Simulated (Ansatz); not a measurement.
Two shapes of singlet AlCl3.

Shape 1:

```xyz
4

Al    0.0225   -0.0352   -0.0274
Cl    2.1244   -0.0067   -0.0197
Cl   -1.0471    1.7515   -0.0067
Cl   -1.0503   -1.8456    0.0184
```

Shape 2:

```xyz
4

Al    0.0082    0.0049   -0.0030
Cl    2.0815   -0.0034    0.0091
Cl   -1.0427    1.7931    0.0060
Cl   -1.0380   -1.8072   -0.0072
```

Basis set: STO-3G (spherical functions). Frozen core: 20 orbitals. Charge 0, multiplicity 1.

Computed with Ansatz (development build ahead of 0.2.0); each method stands on the lowest determinant of its kind that the runs found.

Question: Which shape is lower in energy, and by how much in each method?

Answer:

| method | E(2) − E(1) (eV) |
| --- | --- |
| RHF | -0.050 |
| RHF-MP2 | -0.040 |

Shape 2 is lower.
